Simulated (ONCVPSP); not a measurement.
# LDA (Perdew-Zunger) ONCV dataset for chlorine, scalar-relativistic all-electron reference.

```
Element                 : chlorine
Generator               : ONCVPSP 4.0.1
Type                    : optimised norm-conserving Vanderbilt (ONCV)
Functional              : LDA (Perdew-Zunger)
Relativity              : scalar-relativistic
Frozen core             : [He]
Valence charge          : 15
Reference configuration : 2s2 2p6 3s1.75 3p5.25
Partial waves           : 2s+3s: rc 0.80 bohr, ncon 4, nbas 8, qcut 18.2 1/bohr, 3 projectors, debl 2.5 Ha; 2p+3p: rc 0.85 bohr, ncon 5, nbas 9, qcut 17 1/bohr, 2 projectors
Local potential         : polynomial inside 0.60 bohr (lpopt 5, dvloc0 -1 Ha)
Core correction         : none
```

Q: Does the generator finish with these settings?

A: Yes, a potential is produced and its reference levels are reproduced.

Q: Estimate the cutoffs (Ha) at which the residual kinetic energy of the hardest occupied pseudo-wave falls to 1 and 0.1 mHa per electron.

A: 126 Ha and 141 Ha.

Q: What does a ghost test show?

A: No bound ghost flagged; no localised positive-energy state flagged.

Q: Tests: 2s2 2p6 3s2 3p5; 2s2 2p6 3s2 3p4; 2s2 2p6 3s2 3p3; 2s2 2p6 3s2 3p2. Which has the largest error in its energy relative to the reference configuration, and how large is it?

A: 2s2 2p6 3s2 3p2, with +13 meV (all-electron minus pseudo) on +74.89 eV.
